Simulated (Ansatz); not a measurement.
`N[Si](F)(F)[SiH3]` → `N[Si]F` + `F[SiH3]` at 400 K and 1 bar (silylene formation by 1,1-elimination).

Isolated molecules relaxed with PBE0-D4/def2-TZVP in Ansatz; ΔE leaves out vibrations. CCSD(T)/CBS is the MP2 limit (def2-TZVPP, def2-QZVPP) plus CCSD(T) − MP2 in def2-TZVPP, frozen cores. This one scheme is used for every species. One conformer a species, not always the lowest.

```
            species  CCSD(T)/CBS energy (Eh)  H − E (kJ/mol)  S (J/(mol·K))
`N[Si](F)(F)[SiH3]`               -835.62453           188.0          407.1
           `N[Si]F`               -444.84306            94.4          288.8
          `F[SiH3]`               -390.72345            88.0          253.8
```

H − E and S are ideal-gas, rigid-rotor, harmonic terms from PBE0-D4/def2-TZVP, for one conformer and one mirror image of each species. 1 Eh = 2625.50 kJ/mol, R = 8.31446 J/(mol·K).

Problem. By hand: ΔE, ΔH, ΔS and ΔG.

Solution. ΔE = (-444.84306) + (-390.72345) − (-835.62453) = 0.05802 Eh = 152.3 kJ/mol. Δ(H − E) = 94.4 + 88.0 − 188.0 = -5.6, so ΔH = 146.7 kJ/mol. ΔS = 288.8 + 253.8 − 407.1 = 135.5 J/(mol·K). ΔG = 146.7 − 400 × (135.5)/1000 = 92.5 kJ/mol.

Problem. By hand: the equilibrium constant, and the temperature at which ΔG would vanish if ΔH and ΔS stayed fixed.

Solution. log₁₀ K = −ΔG/(RT ln 10) = -12.1. ΔG = 0 at ΔH/ΔS = 1083 K.

The number of gas molecules changes by +1, which sets the sign of ΔS. A doubt of 5 kJ/mol in ΔE shifts log₁₀ K by 0.7 here. Other conformers and mirror images would add mixing entropy, several J/(mol·K) or more a flexible species. These are equilibria of isolated gas molecules and say nothing of rates. Largest T1 diagnostic: 0.014 (customary marks: 0.02 for closed shells, 0.045 for open ones).
